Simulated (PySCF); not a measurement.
## `C(=S)c1ncccn1`, C5H4N2S

Geometry (Å), atoms numbered from 1 in this order:
```xyz
12

S     3.4209    0.7792    0.1736
C     2.3010   -0.3789    0.0176
C     0.8723   -0.1398    0.0068
N     0.1002   -1.2207   -0.1306
C    -1.2044   -1.0311   -0.1461
C    -1.7692    0.2330   -0.0239
C    -0.8767    1.2903    0.1154
N     0.4273    1.1086    0.1293
H     2.5892   -1.4198   -0.0886
H    -1.8112   -1.9208   -0.2603
H    -2.8354    0.3849   -0.0365
H    -1.2128    2.3144    0.2172
```

Theory: TDDFT PBE0/aug-cc-pVDZ excited states, vertical, gas phase (PySCF). Geometry: GFN2-xTB.

(1) Give the one- and two-photon strengths of the lowest singlets.

## Answers

(1) δ for parallel linear polarisation; σ at the peak of a Lorentzian of half width 0.1 eV, single beam; Ω is circular over linear.
| state | E (eV) | f | photon λ (nm) | δ (au) | σ (GM) | Ω | main |
| --- | --- | --- | --- | --- | --- | --- | --- |
| S1 | 1.73 | 0.000 | 1437 | 0.26 | 0.00 | 1.50 | HOMO→LUMO 0.99 |
| S2 | 3.12 | 0.000 | 794 | 1.01 | 0.00 | 1.50 | HOMO−1→LUMO 0.99 |
| S3 | 3.91 | 0.000 | 634 | 0.17 | 0.00 | 1.50 | HOMO→LUMO+1 0.89, HOMO−1→LUMO+1 0.10 |
| S4 | 4.42 | 0.004 | 562 | 0.48 | 0.00 | 1.50 | HOMO−1→LUMO+1 0.86, HOMO→LUMO+1 0.10 |
| S5 | 4.54 | 0.435 | 546 | 361 | 2.72 | 0.61 | HOMO−2→LUMO 0.96 |

Among these, the strongest one-photon state is S5, the strongest two-photon state S5, with a dipole change of 2.4 D (relaxed, norm of the difference vector).
